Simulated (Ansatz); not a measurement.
Ansatz (a first-principles code) input (B3LYP/6-31G* with LANL2DZ past Ar): The .json file joins the Basis Set Exchange's 6-31G* for atoms up to Ar and LANL2DZ past it.

Ansatz 0.2 input:
```yaml
crystal:
  periodic: [false, false, false]
  atoms:
    - {symbol: Hf, position_ang: [-0.11301878, -0.02655920, -0.14312392]}
    - {symbol: O, position_ang: [1.65182137, 0.35155336, -0.30176575]}
    - {symbol: O, position_ang: [-0.63465237, -0.11252060, 1.58988102]}
basis:
  gaussian:
    orbitals: 6-31Gs+LANL2DZ.json
hamiltonian:
  xc: {name: B3LYP}
total_charge: -1
magnetization: {spin_polarized: true, initial_magnetization: 1}
phonons: {temperatures: {t_min: 298.15, t_max: 298.15, t_step: 100}}
```

Output:

```
WARN ansatz: RAYON_NUM_THREADS=1 ignored (pool sized by the plan → 1); use --threads N
Functional definition: B3LYP
integrals: 0.01 GiB planned
566 factors; integrals over basis functions are off by at most 2.8e-4 eV
mean field: 0.20 GiB planned
mean field evaluation 1: about -5423.7605 eV, gradient 2.8e1 eV
mean field evaluation 2: about -5305.5005 eV, gradient 1.6e2 eV
mean field evaluation 4: about -5427.1470 eV, gradient 2.1e0 eV
mean field evaluation 8: about -5427.1902 eV, gradient 7.2e-2 eV
mean field evaluation 16: about -5427.1903 eV, gradient 3.6e-5 eV
mean field -5427.19029694 eV, -199.4455647307 hartree, gradient 3.6e-5 eV, S^2 0.752297; 0 other end points of the search recorded, 0 dependent functions left out
the calculation of the forces begins
reference -5427.19049713 eV, -199.4455720878 hartree; 15, 14 occupied and 37, 38 virtual orbitals, 566 factors
these checks for a lower state are left out or cut short: stability, starts, cluster_reference, orbital_swaps, neighbouring_geometries, increment
integrals: 0.01 GiB planned
566 factors; integrals over basis functions are off by at most 2.8e-4 eV
mean field: 0.20 GiB planned
mean field -5427.19021649 eV, -199.4455617743 hartree, gradient 1.4e-6 eV, S^2 0.752293; 0 other end points of the search recorded, 0 dependent functions left out
the calculation of the forces begins
reference -5427.19041666 eV, -199.4455691305 hartree; 15, 14 occupied and 37, 38 virtual orbitals, 566 factors
these checks for a lower state are left out or cut short: stability, starts, cluster_reference, orbital_swaps, neighbouring_geometries, increment
integrals: 0.01 GiB planned
566 factors; integrals over basis functions are off by at most 2.8e-4 eV
mean field: 0.20 GiB planned
mean field evaluation 32: about -5427.1902 eV, gradient 2.7e-6 eV
mean field -5427.19020624 eV, -199.4455613977 hartree, gradient 2.7e-6 eV, S^2 0.752301; 0 other end points of the search recorded, 0 dependent functions left out
the calculation of the forces begins
reference -5427.19040646 eV, -199.4455687557 hartree; 15, 14 occupied and 37, 38 virtual orbitals, 566 factors
these checks for a lower state are left out or cut short: stability, starts, cluster_reference, orbital_swaps, neighbouring_geometries, increment
integrals: 0.01 GiB planned
566 factors; integrals over basis functions are off by at most 2.8e-4 eV
mean field: 0.20 GiB planned
mean field -5427.19017596 eV, -199.4455602848 hartree, gradient 2.6e-6 eV, S^2 0.752302; 0 other end points of the search recorded, 0 dependent functions left out
the calculation of the forces begins
reference -5427.19037620 eV, -199.4455676435 hartree; 15, 14 occupied and 37, 38 virtual orbitals, 566 factors
these checks for a lower state are left out or cut short: stability, starts, cluster_reference, orbital_swaps, neighbouring_geometries, increment
integrals: 0.01 GiB planned
566 factors; integrals over basis functions are off by at most 2.8e-4 eV
mean field: 0.20 GiB planned
mean field -5427.19017859 eV, -199.4455603817 hartree, gradient 1.4e-6 eV, S^2 0.752292; 0 other end points of the search recorded, 0 dependent functions left out
the calculation of the forces begins
reference -5427.19037875 eV, -199.4455677372 hartree; 15, 14 occupied and 37, 38 virtual orbitals, 566 factors
these checks for a lower state are left out or cut short: stability, starts, cluster_reference, orbital_swaps, neighbouring_geometries, increment
integrals: 0.01 GiB planned
566 factors; integrals over basis functions are off by at most 2.8e-4 eV
mean field: 0.20 GiB planned
mean field -5427.19029710 eV, -199.4455647366 hartree, gradient 1.4e-6 eV, S^2 0.752297; 0 other end points of the search recorded, 0 dependent functions left out
the calculation of the forces begins
reference -5427.19049730 eV, -199.4455720940 hartree; 15, 14 occupied and 37, 38 virtual orbitals, 566 factors
these checks for a lower state are left out or cut short: stability, starts, cluster_reference, orbital_swaps, neighbouring_geometries, increment
integrals: 0.01 GiB planned
566 factors; integrals over basis functions are off by at most 2.8e-4 eV
mean field: 0.20 GiB planned
mean field -5427.19029075 eV, -199.4455645033 hartree, gradient 9.9e-7 eV, S^2 0.752298; 0 other end points of the search recorded, 0 dependent functions left out
the calculation of the forces begins
reference -5427.19049094 eV, -199.4455718602 hartree; 15, 14 occupied and 37, 38 virtual orbitals, 566 factors
Total energy: -5427.19049713 eV, -199.4455720878 hartree
Atom 0 at    -0.113019    -0.026559    -0.143124 Å, force     0.002270     0.000533     0.002874 eV/Å
Atom 1 at     1.651821     0.351553    -0.301766 Å, force    -0.000697    -0.000178    -0.001799 eV/Å
Atom 2 at    -0.634652    -0.112521     1.589881 Å, force    -0.001573    -0.000356    -0.001075 eV/Å
Dipole moment:    -0.538542    -0.126556    -0.681995 e Å
Vibrations: 257.90 807.16 879.96 cm⁻¹, zero-point energy 0.120576 eV
```

The blocks after the first are displaced geometries, from whose forces the wavenumbers follow.

The dipole moment of an ion depends on the origin.
